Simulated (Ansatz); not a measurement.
The cluster Si5H3⁺. Charge 1, multiplicity 1. Geometry PBE-D4/def2-SVP, basis def2-TZVP, Ansatz.

```xyz
8

Si    0.7190   -0.2425    1.0893
Si   -0.1092    0.2814   -2.8429
Si   -1.4937   -0.3427    1.2557
Si   -0.8555    0.7869   -0.6063
Si    0.8604   -1.0304   -1.1379
H     1.3497    0.4942   -1.9994
H     1.9665    0.0820    1.8600
H    -2.4371   -0.0289    2.3813
```

```csv
run,HOMO (eV),LUMO (eV)
A,-10.21,-8.19
B,-10.79,-7.59
C,-11.01,-7.51
D,-10.38,-8.15
```

B3LYP takes the VWN-RPA correlation. Another isomer (singlet) lies 0.37 eV lower at PBE0-D4/def2-TZVP; other spin states weren't run for this one.

Question: The runs used B3LYP, PBE, PBE0, r2SCAN. Estimate which is which.

Answer: A PBE (0 % exact exchange); B B3LYP (20 % exact exchange); C PBE0 (25 % exact exchange); D r2SCAN (0 % exact exchange). Exact exchange lowers occupied and raises empty levels; among semilocal functionals meta-GGAs tend to open the gap a little, and such runs are hard to tell apart. The gap grows from 2.02 eV (PBE) to 3.50 eV (PBE0). The restricted singlet is unstable towards broken spin symmetry in Hartree–Fock (as tested in another run); at PBE-D4/def2-TZVP, B3LYP-D4/def2-TZVP, PBE0-D4/def2-TZVP, r2SCAN-D4/def2-TZVP this wasn't settled.
